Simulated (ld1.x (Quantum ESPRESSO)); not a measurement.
**Building the ultrasoft potential for Si (Z = 14) (PBE, scalar-relativistic).**

```
Element                 : Si
Generator               : ld1.x (Quantum ESPRESSO) 7.5
Type                    : ultrasoft
Functional              : PBE
Relativity              : scalar-relativistic
Frozen core             : [Ne]
Valence charge          : 4
Reference configuration : 3s1 3p3
Partial waves           : 3s (bound): rcut 1.40, rcutus 1.65 bohr; 3s channel at 4.35 Ry: rcut 1.40, rcutus 1.65 bohr; 3p (bound): rcut 1.10, rcutus 1.32 bohr; 3p channel at 2.25 Ry: rcut 1.10, rcutus 1.32 bohr
Local potential         : all-electron potential smoothed inside 1.15 bohr (lloc = -2)
Core correction         : Bessel-smoothed model core, default radius (core density twice the valence density)
Augmentation charge     : PSQ, inside the norm-conserving radii
```

- Cutoffs needed: 12 Ry and 18 Ry (the cutoffs (Ry, on a coarse ladder) from which the occupation-weighted sum of valence levels, in a spherical-Bessel basis at the reference potential, stays within 10 and 1 mRy of its value at 400 Ry)
- Ghost test: ghost state, extra bound levels that the all-electron valence spectrum of the same l lacks: p at -22.0 eV; a true bound ghost makes a file unfit for plane-wave use (spherical-Bessel basis up to 400 Ry, 20 bohr box)
- Largest excitation error: -30 meV (all-electron minus pseudo) for 3s1 3p0, out of 7 test configurations
- Lowest eigenvalue of the overlap operator: 0.55 (s channel)
- Density cutoff estimated by the generator: 224 Ry
